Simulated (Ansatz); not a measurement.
System: ZrH₂, charge 0, multiplicity 1. This is an excited singlet: at this geometry the triplet lies 0.18 eV lower at CCSD(T)/CBS(def2-TZVPPD,def2-QZVPPD). 
Structure (B3LYP-D3(BJ)/def2-TZVP (Ansatz, a program for electronic structure) minimum search):
SMILES: [ZrH2]
```xyz
3

Zr     0.0018     0.0025    -0.0440
H      1.5340    -0.0629     0.9423
H     -1.6052    -0.0361     0.8168
```
Charge 0, spin multiplicity 1.

Basis-set convergence of Hartree-Fock and MP2 correlation energies (hartree) with Ansatz. Cores are frozen in the correlated levels unless marked. Spin-orbit coupling is left out. Frozen are the shells of the preceding noble gas and the d and f shells that filled before the atom's block. In def2 rows, elements after Kr have scalar-relativistic effective core potentials.

The Hartree-Fock reference is unstable (checked in the largest basis), which strains HF and MP2. The T1 diagnostic of CCSD in the largest basis is 0.027, which is high, so the coupled-cluster rows are less sure than usual.

```json
[
 {"basis": "def2-SVP", "functions": "41", "E(HF)": "-47.54805", "E(corr, MP2)": "-0.08239"},
 {"basis": "def2-TZVPP", "functions": "84", "E(HF)": "-47.56383", "E(corr, MP2)": "-0.10258"},
 {"basis": "def2-QZVPP", "functions": "141", "E(HF)": "-47.56672", "E(corr, MP2)": "-0.10797"}
]
```

Extrapolating the two largest sets (X = 3 and 4) as X^-3: E(corr) = (64·(-0.10797) - 27·(-0.10258))/37 = -0.1119 Eh, an estimate of the basis-set limit. The largest set recovers 96.5 % of it, the smallest 73.6 %.
